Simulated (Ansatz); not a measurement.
`C[SiH](F)[GeH3]` + `N[SiH](O)O` → `O[SiH](O)[NH][GeH3]` + `C[SiH2]F`  (cleavage of the Ge–Si bond)

Computed with Ansatz on PBE0-D4/def2-TZVP structures; ΔE is electronic, products minus reactants. CCSD(T)/CBS adds triple-zeta CCSD(T) − MP2 to the extrapolated MP2 energy (def2 sets, frozen cores). This one scheme is used for every species. Functionals use def2-TZVPP. For Ge outer-core shells are correlated without core-valence functions, which leaves a few kJ/mol of doubt a bond. Scalar relativity is left out up to krypton. One conformer a species, not always the lowest.

| species | ωB97X-V energy (Eh) |
| --- | --- |
| `C[SiH](F)[GeH3]` | -2508.51847 |
| `N[SiH](O)O` | -497.83172 |
| `O[SiH](O)[NH][GeH3]` | -2575.85162 |
| `C[SiH2]F` | -430.49922 |

Work out ΔE.

ΔE = (-2575.85162) + (-430.49922) − (-2508.51847) − (-497.83172) = -0.00065 Eh = -0.02 eV. CCSD(T)/CBS gives -0.01 eV.

Largest T1 diagnostic among the species: 0.012.

From PBE to PBE0 (25 % exact exchange), in def2-TZVPP and without D4, ΔE moves by −0.06 eV. In def2-TZVPP, CCSD(T) changes the Hartree–Fock value by +0.14 eV (the triples alone add +0.01 eV) and MP2 by +0.09 eV.
